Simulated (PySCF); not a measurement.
ZrIH₃, SMILES [I][ZrH3], multiplicity 1. Coordinates come from a B3LYP-D3(BJ)/def2-TZVP optimisation. The multiplicity is an assumed one; no other spin state was optimised. The structure was generated by enumeration; whether it is a known compound was not checked. The def2 effective core potentials stand for the cores of I, Zr; spin–orbit coupling is left out.

Give the equilibrium geometry at B3LYP-D3(BJ)/def2-TZVP (PySCF confirms it by a frequency run) as Cartesian coordinates in Å, and its point group. (Estimate from the structure and the level; the computed values follow.)

point group C3v.
```xyz
5

Zr     0.0000     0.0000     1.4736
I      0.0000     0.0000    -1.2301
H      1.5053     0.8691     2.0841
H     -1.5053     0.8691     2.0841
H      0.0000    -1.7381     2.0841
```
